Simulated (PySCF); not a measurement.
**RhS2 at several levels of theory**

All levels use the PBE0 minimum (doublet; Rh–S 2.045 Å (×2); S–Rh–S 121.9°), basis [Rh def2-SVP with ECP28, S def2-SVP], scalar-relativistic core potentials, density fitting, no spin–orbit coupling, PySCF. For vertical energies the ionised species is a triplet (spins chosen at PBE0 and kept) and the electron-attached one a triplet. Atomisation goes to high-spin ground-configuration atoms, without zero-point energy. Open shells are unrestricted, also as the reference of the correlated levels. A dash marks a value that was not computed or is not defined at that level.

```xyz
3
charge 0 multiplicity 2, angstrom
Rh   -0.3799   -0.0244    0.0000
S     0.6114    0.0393    1.7875
S     0.6114    0.0393   -1.7875
```

| level | atomisation (kJ/mol) | vertical IP (eV) | vertical EA (eV) | −ε(HOMO) (eV) | dipole (D) |
| --- | --- | --- | --- | --- | --- |
| PBE0 | 606 | 9.14 | 2.68 | 7.16 | 1.25 |
| HF | 22 | 10.20 | 1.74 | 9.82 | 2.37 |
| MP2 | – | 6.55 | 3.24 | – | – |
| PBE | 782 | 9.00 | 2.28 | 5.85 | 0.82 |
| CCSD(T) | – | 8.44 | 2.10 | – | – |

For RhS₂ itself CCSD(T) correlates 29 electrons; T1 = 0.091, D1 = 0.391, (T) = -104 kJ/mol. T1 is large, so the single-reference value is itself in doubt.

Spin contamination in at least one species weakens the values at: HF, MP2, CCSD(T).

Without diffuse functions attachment energies tend to come out too low.

Open d and f shells are described by one determinant, and the ground state may have another occupation or spin.
